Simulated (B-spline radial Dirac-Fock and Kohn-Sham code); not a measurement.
## Scattering functions of Re³⁺

System: Re³⁺, configuration [Xe] 4f14 5d4, inside a Watson sphere of charge -3 and radius 1.8 Å (a model of the Madelung potential; inside it an electron's potential energy is raised by 24.0 eV).

Model: Dirac-Fock densities. Program: a B-spline atomic structure program. f₀ is the Fourier transform of the spherical electron density, S the Waller-Hartree incoherent function, and s = sin θ/λ.

```
s (Å⁻¹)      f₀       S
      0  72.000   0.000
   0.07  70.716   1.332
   0.08  70.339   1.702
   0.11  68.969   2.980
   0.13  67.886   3.923
   0.16  66.067   5.396
   0.21  62.705   7.858
   0.26  59.187  10.234
   0.32  55.044  12.962
   0.41  49.342  16.832
   0.51  43.878  20.749
   0.64  37.951  25.093
    0.8  31.998  29.476
      1  26.150  34.113
   1.25  20.996  39.105
   1.56  17.155  44.397
   1.96  14.291  49.829
   2.45  11.582  54.444
   3.07   8.616  58.282
   3.84   6.243  61.527
   4.81   4.881  64.329
   6.03   3.945  66.657
   7.55   2.931  68.447
```

f₀ starts at the number of electrons, 72, and has fallen to half at s ≈ 0.69 Å⁻¹. The sum of ⟨r²⟩ over the electrons is 36.71 bohr².

Values without a named source are computed, but for edge energies of neutral atoms, which are taken from tables.
